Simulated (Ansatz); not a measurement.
Reaction (substitution at a C–B bond): `CB(N)N` + `CCS` → `CCSC` + `NBN`

Isolated molecules relaxed with PBE0-D4/def2-TZVP in Ansatz; ΔE leaves out vibrations. CCSD(T)/CBS adds triple-zeta CCSD(T) − MP2 to the extrapolated MP2 energy (def2 sets, frozen cores). Functionals use def2-TZVPP. One conformer a species, not always the lowest.

```csv
species,BLYP energy (Eh)
`CB(N)N`,-176.76818
`CCS`,-478.00235
`CCSC`,-517.30310
`NBN`,-137.45174
```

(1) Work out ΔE.

Largest T1 diagnostic among the species: 0.011.

Answers

(1) ΔE = (-517.30310) + (-137.45174) − (-176.76818) − (-478.00235) = 0.01569 Eh = +0.43 eV. CCSD(T)/CBS gives +0.46 eV.

From BLYP to BHLYP (50 % exact exchange), in def2-TZVPP and without D4, ΔE moves by +0.04 eV. Leaving LDA and LC-ωPBE aside and taking each functional with its dispersion term where it has one, the values, not all of them listed here, spread over 0.09 eV, from BLYP-D4 to B97M-V. LDA lies +0.03 eV from PBE without D4. At CCSD(T), def2-SVP lies +0.07 eV from the extrapolated value and def2-TZVPP +0.02 eV.
